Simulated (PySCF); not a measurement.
## Hf(2+): ionisation energy

Hf(2+) [Xe] 4f14 5d2 [5d3/2^2, M_J = 2] → Hf(3+) [Xe] 4f14 5d1 [5d3/2^1, M_J = 3/2], as a difference of total energies. Computed with PySCF 2.14 in x2c-TZVPall-2c (11s11p10d2f, 108 functions), with the two-component X2C-1e Hamiltonian. Correlated levels: [Kr] 4d10 4f14 frozen; the 34 highest virtual spinors dropped. "Screened" scales the spin-orbit matrix elements by Boettger's factors to mimic the two-electron term; Breit and QED terms are absent.

```csv
method,ionisation energy (eV)
GHF (spin-free),21.455
GMP2 (spin-free),21.724
GHF (screened spin-orbit),21.531
GMP2 (screened spin-orbit),21.867
```

Question: How much does correlation contribute at GMP2 (screened spin-orbit)?

Answer: 21.867 − (21.531) = 0.336 eV, measured against GHF (screened spin-orbit).

The spin-free rows relax to the high-spin LS determinant and lack the spin-orbit shift.

Errors of the correlated levels include the incompleteness of this basis and the frozen core.

The labels give the starting determinants; with spin-orbit coupling the two ends relaxed to ⟨J²⟩ = 6.29, ⟨L²⟩ = 10.79, ⟨S²⟩ = 1.77 and ⟨J²⟩ = 3.75, ⟨L²⟩ = 6.11, ⟨S²⟩ = 0.86.

For comparison: 22.55 ± 0.04 eV (theoretical estimate listed by NIST; NIST Atomic Spectra Database, ionization energies).
